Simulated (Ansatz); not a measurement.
Coupled-cluster diagnostics for Sn₂Cl₄, Ansatz.

Geometry of the singlet (PBE-D4/def2-SVP):

```
atom    x (Å)    y (Å)    z (Å)
 Sn1  -1.3658   0.2660   0.7110
 Sn2   1.3658  -0.2660  -0.7110
 Cl3  -0.1604   1.9688  -1.0470
 Cl4   1.0720   0.9886   1.6945
 Cl5   0.1606  -1.9688   1.0469
 Cl6  -1.0722  -0.9886  -1.6944
```

In the def2 sets Sn takes a core potential; there is no spin–orbit coupling. Correlated methods freeze 28 core orbitals; core or outer-core shells of Sn are correlated, in sets that lack core-valence functions. Another isomer (singlet) lies 1.05 eV lower at PBE0-D4/def2-TZVP; other spin states weren't run for this one.

(1) Estimate the CCSD(T) correlation energy, the shares of MP2 and (T), T1 and the reference's ⟨S²⟩ for: charge 0, singlet, own geometry in def2-SVP; and the rough time on 4 threads of Arm Neoverse V2 on a shared host.

Answers

(1) 
```tsv
state	basis	correlation (eV)	MP2 share (%)	(T) share (%)	T1	⟨S²⟩ (pure)	wall time
charge 0, singlet, own geometry	def2-SVP	-21.649	89.8	3.0	0.012	0.00 (0.00)	13 s
```
Customary marks for T1 are 0.02 (closed shells), 0.045 (open shells) and about 0.05 (3d metals). T1 stays under 0.02 throughout.
